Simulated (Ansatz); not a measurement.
Reaction (ligand exchange at the In–C bond): `[F][InH][CH2]I` + H₂S → `[F][InH][SH]` + `CI`

Calculated with Ansatz (gas phase, PBE0-D4/def2-TZVP geometries, no zero-point term in ΔE). CCSD(T)/CBS adds triple-zeta CCSD(T) − MP2 to the extrapolated MP2 energy (def2 sets, frozen cores). This one scheme is used for every species. DFT in def2-TZVPP. Elements past krypton have def2 core potentials. For I, In outer-core shells are correlated without core-valence functions, which leaves a few kJ/mol of doubt a bond. Each species was taken in one conformer, which may not be the lowest.

| level | ΔE (kcal/mol) |
| --- | --- |
| ωB97X-V | -26.0 |
| RPA@PBE/def2-TZVPP | -23.0 |
| HF/def2-SVP | -30.1 |
| CCSD(T)/def2-SVP | -26.0 |
| MP2/def2-TZVPP | -24.2 |
| CCSD(T)/def2-TZVPP | -24.3 |
| HF/def2-QZVPP | -29.5 |
| MP2/CBS(def2) | -24.0 |

Q: What does CCSD(T)/CBS give? (Best estimate.)

A: Computed: -24.1 kcal/mol. The listed levels differ from it by -1.9, 1.1, -6.0, -1.9, -0.1, -0.2, -5.4, 0.1 kcal/mol.

Largest T1 diagnostic among the species: 0.016.

The D4 term adds +1.0 kcal/mol with B3LYP and +0.5 kcal/mol with PBE0; it sums over pairs of atoms, weighted by their polarisabilities, and B3LYP, whose exchange is more repulsive, gets the larger term. In def2-TZVPP, CCSD(T) changes the Hartree–Fock value by +5.4 kcal/mol (the triples alone add +0.5 kcal/mol) and MP2 by +5.5 kcal/mol.

B3LYP here is the variant with VWN-RPA as its local correlation; programs differ in this.
